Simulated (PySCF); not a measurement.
A side-by-side comparison of computed properties.

First species: C7H9NSSi.
Geometry (GFN2-xTB, Å), atoms numbered from 1 in this order:
```
atom  x, y, z in Å
C1    -2.5355    1.9311   -1.5074
C2    -2.3445    0.8818   -0.9528
Si3   -2.0645   -0.7384   -0.1056
C4    -0.3083   -0.6853    0.5857
C5     0.5392    0.2944    0.2785
S6     2.1990    0.4269    0.8389
C7     2.6324    2.0306    0.1089
C8     0.1271   -1.8347    1.4610
C9     0.3363   -3.0008    0.6429
N10    0.4840   -3.9078   -0.0376
H11   -2.6998    2.8509   -1.9923
H12   -3.0058   -0.8640    1.0170
H13   -2.2143   -1.8350   -1.0650
H14    0.2360    1.1127   -0.3556
H15    3.6395    2.2631    0.4405
H16    2.6051    1.9545   -0.9747
H17    1.9397    2.7902    0.4603
H18    1.0642   -1.5937    1.9737
H19   -0.6396   -2.0672    2.2065
```

Second species: C3H9FO3Si2.
Z-matrix (Å and degrees, GFN2-xTB geometry), rows numbered from 1:
```
C 
O   1  1.4062
C   2  1.4086  1  113.36
C   3  1.5216  2  106.02  1  -172.12
O   4  1.4211  3  110.35  2   167.62
Si  5  1.6149  4  117.29  3  -128.58
F   6  1.5976  5  109.20  4   121.70
O   6  1.6293  5  102.63  4     6.18
Si  8  1.6401  6  116.66  5    -1.10
H   1  1.0879  2  106.55  3  -179.91
H   1  1.0965  2  111.27  3    60.71
H   1  1.0962  2  111.19  3   -60.61
H   3  1.1003  2  110.78  1    65.82
H   3  1.1000  2  110.72  1   -53.98
H   4  1.0951  3  108.75  2   -74.98
H   6  1.4370  5  115.26  4  -113.83
H   9  1.4546  4  111.65  3  -122.14
H   9  1.4525  4  114.65  3    15.87
```

Levels: PBE0/pcSseg-1 for HOMO energy, LUMO energy and HOMO–LUMO gap. Geometries: GFN2-xTB. Each structure is a single optimised conformer of the isolated species, non-relativistic unless stated; the electronic structure was computed with PySCF and density fitting.

The conformers computed, where there is a choice (atom-mapped SMILES and torsion angles):
- `[CH:1]#[C:2][SiH2:3]/[C:4](=[CH:5]/[S:6][CH3:7])[CH2:8][C:9]#[N:10]`: C2–Si3–C4–C5 -9°, C4–C5–S6–C7 -176°, Si3–C4–C8–C9 73°

The conformers of `COC[C@@H]1O[Si@H](F)O[SiH2]1` aren't listed.

```tsv
property	column X	column Y
HOMO energy	-6.65 eV	-7.85 eV
LUMO energy	-0.71 eV	0.33 eV
HOMO–LUMO gap	5.94 eV	8.18 eV
```

Which column belongs to which species?

Column X is the first species and column Y the second. The first has 19 atoms and 88 electrons, the second 18 and 88.

How does each property change from the first species to the second?

HOMO energy -1.20 eV; LUMO energy +1.04 eV; HOMO–LUMO gap +2.24 eV.

